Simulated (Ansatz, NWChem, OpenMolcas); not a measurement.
**How methods differ on InN2H5 (SMILES [NH2][InH][NH2])**

InN2H5: 8 atoms, total charge 0, spin state singlet. SMILES: `[NH2][InH][NH2]`. The shape is that of a PBE0-D4/def2-TZVP optimisation.

```xyz
8

N    -0.9697    0.8580   -1.1270
In    0.2480    0.5648    0.4555
N     0.7427   -1.3752    0.7096
H    -1.4821    0.0768   -1.5066
H    -1.5382    1.6892   -1.1718
H     0.7990    1.8192    1.4675
H     1.5709   -1.6147    1.2318
H     0.6295   -2.0181   -0.0590
```

Each level gives the energy change with the N1–In2 bond stretched from 2.018 to 3.633 Å (eV). The values are calculated.

```csv
level,kind,program,value (eV)
BLYP/def2-SVP (core potential) (restricted),GGA,Ansatz,3.11
PBE/def2-SVP (core potential) (restricted),GGA,Ansatz,3.35
BHLYP/def2-SVP (core potential) (restricted),global hybrid,OpenMolcas,4.25
M06-2X/def2-SVP (core potential) (restricted),hybrid meta-GGA,NWChem,4.21
r2SCAN0/def2-SVP (core potential) (restricted),hybrid meta-GGA,Ansatz,4.13
wB97M-V/def2-SVP (core potential) (restricted),range-separated hybrid,Ansatz,4.36
RPA@PBE/def2-SVP (core potential) (restricted),RPA,Ansatz,3.15
RPA@PBE0/def2-SVP (core potential) (restricted),RPA,Ansatz,3.65
```

The first shape isn't each level's own minimum. The values span 3.11 to 4.36 eV.
